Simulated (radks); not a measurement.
The numbers below are computed, except where a source is named.
Trend from La2+ to Lu2+: ionisation energy by Delta-SCF between NIST ground configurations, and size. Level of theory: Dirac Kohn-Sham, LDA (Slater exchange, Perdew-Wang correlation), spin-unpolarised, spherical densities, finite nucleus; open shells are shared between the two j in proportion to 2j + 1; Fermi nuclear charge, rms radius of each element as measured or else 0.836 A^(1/3) + 0.57 fm (a radial shooting solver on a logarithmic mesh with Libxc functionals).

| species | configuration | IE (eV) | NIST (eV) | kind | -e(HOMO) (eV) | outermost | <r> outermost (bohr) | r at 0.001 e/bohr^3 (bohr) |
|---|---|---|---|---|---|---|---|---|
| La2+ | [Xe] 5d1 | 19.086 | 19.177 | exp. | 14.756 (5d5/2) | 5d5/2 | 2.60 | 3.93 |
| Ce2+ | [Xe] 4f2 | 20.814 | 20.197 | semi-emp. | 13.094 (4f7/2) | 5p3/2 | 1.82 | 3.68 |
| Pr2+ | [Xe] 4f3 | 21.835 | 21.624 | exp. | 13.959 (4f7/2) | 5p3/2 | 1.78 | 3.64 |
| Nd2+ | [Xe] 4f4 | 22.703 | 22.09 | semi-emp. | 14.669 (4f7/2) | 5p3/2 | 1.74 | 3.60 |
| Pm2+ | [Xe] 4f5 | 23.448 | 22.4 | semi-emp. | 15.258 (4f7/2) | 5p3/2 | 1.71 | 3.56 |
| Sm2+ | [Xe] 4f6 | 24.093 | 23.6 | semi-emp. | 15.748 (4f7/2) | 5p3/2 | 1.68 | 3.53 |
| Eu2+ | [Xe] 4f7 | 24.652 | 24.84 | semi-emp. | 16.156 (4f7/2) | 5p3/2 | 1.65 | 3.49 |
| Gd2+ | [Xe] 4f7 5d1 | 20.036 | 20.54 | semi-emp. | 15.252 (5d5/2) | 5d5/2 | 2.38 | 3.70 |
| Tb2+ | [Xe] 4f9 | 25.552 | 21.82 | semi-emp. | 16.763 (4f7/2) | 5p3/2 | 1.59 | 3.43 |
| Dy2+ | [Xe] 4f10 | 25.909 | 22.89 | semi-emp. | 16.977 (4f7/2) | 5p3/2 | 1.57 | 3.40 |
| Ho2+ | [Xe] 4f11 | 26.211 | 22.79 | semi-emp. | 17.140 (4f7/2) | 5p3/2 | 1.54 | 3.37 |
| Er2+ | [Xe] 4f12 | 26.464 | 22.70 | semi-emp. | 17.255 (4f7/2) | 5p3/2 | 1.52 | 3.34 |
| Tm2+ | [Xe] 4f13 | 26.672 | 23.66 | semi-emp. | 17.327 (4f7/2) | 5p3/2 | 1.50 | 3.32 |
| Yb2+ | [Xe] 4f14 | 26.838 | 25.05 | semi-emp. | 17.359 (4f7/2) | 5p3/2 | 1.48 | 3.30 |
| Lu2+ | [Xe] 4f14 6s1 | 21.290 | 20.959 | exp. | 17.911 (6s1/2) | 6s1/2 | 3.03 | 4.04 |

Reference values: NIST Atomic Spectra Database (exp. = measured, semi-emp. = semi-empirical, theory = theoretical value adopted there). Spin polarisation and multiplet splitting are left out, so open shells lie too high by an amount that depends on their filling. Sharing an open shell by 2j + 1 raises it above the true ground level by a part of the spin-orbit splitting, which enters the differences from NIST.

Beside tabulated values, note that spin-unpolarised runs miss the spin-polarisation part of the exchange energy of open shells.
